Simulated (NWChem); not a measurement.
# CNO, doublet; SMILES N#C[O]

Program: NWChem. Spin-unrestricted. The state is orbitally degenerate and is run as one real component. Structure relaxed at the PBE-D3(BJ)/def2-SVP, spin-unrestricted level. No stability test was run on the SCF state. Level: PBE0/def2-SVP with SMD (1 M gas to 1 M solution), gas-phase geometry. Reactions with the solvent are ignored.

| solvent | dielectric constant | solvation free energy (kcal/mol) | cavity-dispersion-structure term (kcal/mol) | dipole in solution (D) |
|---|---|---|---|---|
| water | 78.4 | ___ | 4.7 | 0.84 |
| 1-octanol | 9.86 | 2.2 | 4.8 | 0.82 |
| acetonitrile | 35.7 | -0.2 | 2.1 | 0.85 |
| chlorobenzene | 5.70 | -0.4 | 1.5 | 0.82 |

**Question.** What belongs in the gaps?

**Answer.** 
- water, solvation free energy (kcal/mol): 1.7
